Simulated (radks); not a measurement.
The numbers below are computed, except where a source is named.
Species: the lutetium ion Lu13+. Configuration: [Kr] 4d10 4f10 5s2 (the NIST ground configuration). Level of theory: scalar-relativistic Kohn-Sham, BLYP, spin-polarised, spherical densities, finite nucleus; open shells are filled with parallel spins first (spin-orbit coupling, left out, can overturn this in heavy ions); Fermi nuclear charge, rms radius 5.37 fm (a radial shooting solver on a logarithmic mesh with Libxc functionals).

Normalised radial functions P(r) = r R(r), r in bohr:

r	4f up
0.003055	0.0000
0.0035	0.0000
0.004009	0.0000
0.004557	0.0000
0.005221	0.0000
0.005981	0.0000
0.006798	0.0000
0.007788	0.0000
0.008923	0.0000
0.01014	0.0001
0.01162	0.0001
0.01331	0.0002
0.01513	0.0003
0.01733	0.0005
0.01986	0.0009
0.02257	0.0014
0.02586	0.0022
0.02963	0.0035
0.03367	0.0055
0.03858	0.0087
0.0442	0.0136
0.05023	0.0206
0.05755	0.0315
0.06593	0.0476
0.07494	0.0692
0.08585	0.1015
0.09836	0.1460
0.1118	0.2018
0.1281	0.2788
0.1467	0.3760
0.1668	0.4864
0.1911	0.6223
0.2189	0.7723
0.2488	0.9186
0.285	1.0680
0.3266	1.1969
0.3712	1.2862
0.4252	1.3343
0.4872	1.3270
0.5537	1.2690
0.6344	1.1590
0.7268	1.0101
0.826	0.8468
0.9464	0.6638
1.084	0.4865
1.232	0.3380
1.412	0.2101
1.617	0.1175
1.838	0.0610
2.106	0.0265
2.413	0.0097
2.743	0.0031
3.142	0.0008

4f up: eigenvalue -270.46 eV, 0 radial nodes, <r> = 0.583 bohr, 90 % of the charge inside 0.928 bohr.
